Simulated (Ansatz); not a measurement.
Input for Ansatz (development build ahead of 0.2.0):

```yaml
crystal:
  periodic: [false, false, false]
  atoms:
    - { symbol: Be, position_ang: [0.0, 0.0, -0.91911] }
    - { symbol: Cl, position_ang: [0.0, 0.0, 0.91911] }
basis:
  gaussian: { orbitals: def2-SVP }
magnetization:
  spin_polarized: true
  initial_magnetization: 1
hamiltonian:
  xc: hf
correlation:
  method: ccsd_t
  frozen_orbitals: { Be: 0, Cl: 5 }
```

The input is written out in the form of the current development build from the run's settings.

Output:

```
Converged          : yes
Reference energy   : -474.00204 hartree
Correlation energy : -0.16305 hartree
Total energy       : -474.16509 hartree
Stability test     : minimum
```
